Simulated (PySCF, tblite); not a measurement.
Isomers of C3H9F3OSi2. Computed with GFN2-xTB (tblite): harmonic, unscaled wavenumbers at the GFN2-xTB geometry, gas phase. Against measured fundamentals such values can be off by several per cent, at times by over 20. Modes of hydrogen on silicon can be 10 to 20 % off. One conformer each.

Electronic energies: PBE0/pcSseg-1 single points on the GFN2-xTB geometries (PySCF, gas phase).

```tsv
SMILES	electronic energy, lowest = 0 (kJ/mol)
CO[SiH2][C@@H]([SiH3])C(F)(F)F	0.0
FC(F)O[C@@H]([SiH3])[C@@H](F)[SiH3]	183.7
FC(F)(F)COC([SiH3])[SiH3]	165.1
FC(F)(F)O[C@@H]([SiH3])C[SiH3]	111.2
CO[C@@H](F)[SiH2][SiH2]C(F)F	199.0
FC(F)(F)C[C@H]([SiH3])O[SiH3]	47.1
```

Question: How do GFN2-xTB zero-point energies change the relative energies?

Answer: 
```tsv
SMILES	ZPE (kJ/mol)	of it from modes above 1550 cm⁻¹	electronic (kJ/mol)	with ZPE, lowest = 0 (kJ/mol)	lowest mode (cm⁻¹)	rings
CO[SiH2][C@@H]([SiH3])C(F)(F)F	296.0	139.3	0.0	0.0	30	0
FC(F)(F)C[C@H]([SiH3])O[SiH3]	290.4	135.2	47.1	41.6	27	0
FC(F)(F)O[C@@H]([SiH3])C[SiH3]	289.2	135.4	111.2	104.5	40	0
FC(F)(F)COC([SiH3])[SiH3]	286.9	134.2	165.1	156.0	20	0
FC(F)O[C@@H]([SiH3])[C@@H](F)[SiH3]	288.6	134.5	183.7	176.3	34	0
CO[C@@H](F)[SiH2][SiH2]C(F)F	298.1	141.0	199.0	201.1	24	0
```

The zero-point energies span 11.2 kJ/mol, from `FC(F)(F)COC([SiH3])[SiH3]` to `CO[C@@H](F)[SiH2][SiH2]C(F)F`. The order is unchanged.

Question: And how do the electronic energies of GFN2-xTB itself compare?

Answer: `CO[SiH2][C@@H]([SiH3])C(F)(F)F` 0.0; `FC(F)(F)C[C@H]([SiH3])O[SiH3]` 1.4; `FC(F)(F)O[C@@H]([SiH3])C[SiH3]` 122.9; `FC(F)(F)COC([SiH3])[SiH3]` 204.7; `FC(F)O[C@@H]([SiH3])[C@@H](F)[SiH3]` 177.1; `CO[C@@H](F)[SiH2][SiH2]C(F)F` 239.2 kJ/mol, lowest = 0. Against the energies above, taken from the same isomer `CO[SiH2][C@@H]([SiH3])C(F)(F)F`, the largest difference is 45.7 kJ/mol.

Question: What do entropy and thermal enthalpy add at 298.15 K and 1 bar (rigid rotor, harmonic oscillator, one conformer each)?

Answer: 
```csv
SMILES,point group,symmetry number,S (J/(mol K)),H − H(0) (kJ/mol),ZPE + H − H(0) − TS (kJ/mol)
CO[SiH2][C@@H]([SiH3])C(F)(F)F,C1,1,478.5,36.31,189.6
FC(F)(F)C[C@H]([SiH3])O[SiH3],C1,1,470.9,35.40,185.4
FC(F)(F)O[C@@H]([SiH3])C[SiH3],C1,1,465.6,35.13,185.5
FC(F)O[C@@H]([SiH3])[C@@H](F)[SiH3],C1,1,475.2,35.77,182.7
```

Not tabulated: `FC(F)(F)COC([SiH3])[SiH3]` (lowest mode only 20 cm⁻¹); `CO[C@@H](F)[SiH2][SiH2]C(F)F` (lowest mode only 24 cm⁻¹).
